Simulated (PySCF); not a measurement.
Gas-phase reaction: 2 SnHCl + 2 HCl → SnH3Cl + SnHCl3

Computed with PySCF and rigid-rotor harmonic-oscillator thermochemistry at 1 bar. † marks an energy on the PBE0/def2-TZVP geometry and frequencies; other levels use their own. MP2 and CCSD(T) freeze the core. All species are closed-shell singlets. B3LYP is the form with VWN-RPA correlation. Sn: scalar-relativistic def2 core potential, no spin-orbit coupling. SnHCl, SnH3Cl, SnHCl3: computed as isolated molecules; such fragments, hydroxides, amides, oligomers or adducts are transient or little studied in the gas. MP2 isn't extrapolated to the basis-set limit; its ΔH°(298 K) is -242.8 kJ in def2-SVP and -218.9 kJ in def2-TZVPP. CCSD(T) isn't extrapolated to the basis-set limit; its ΔH°(298 K) is -210.2 kJ in def2-SVP and -213.6 kJ in def2-TZVPP. The harmonic model lacks anharmonicity and excited electronic states, which grow with temperature; levels with a mode under 35 cm⁻¹ are left out. Soft modes under 120 cm⁻¹ make the harmonic entropy rough for SnHCl3.

```csv
level,"ΔE electronic, kJ","ΔH°(298 K), kJ","ΔS°(298 K), J/K","ΔG°(2000 K), kJ"
B3LYP/def2-TZVP†,-169,-161,-300,404
CCSD(T)/def2-SVP†,-218,-210,-300,355
HF/def2-TZVP†,-220,-212,-300,353
MP2/def2-SVP†,-251,-243,-300,323
PBE/def2-SVP,-199,-192,-298,368
PBE0/def2-SVP†,-220,-212,-300,353
PBE0/def2-TZVP,-220,-212,-300,353
r2SCAN/def2-TZVP†,-235,-227,-300,338
LDA/def2-TZVP†,-254,-246,-300,319
ωB97M-V/def2-TZVP†,-230,-222,-300,343
ωB97X-V/def2-TZVP†,-249,-241,-300,324
```
ΔH° is lowest at LDA/def2-TZVP† and highest at B3LYP/def2-TZVP†. No reference value is set beside these.
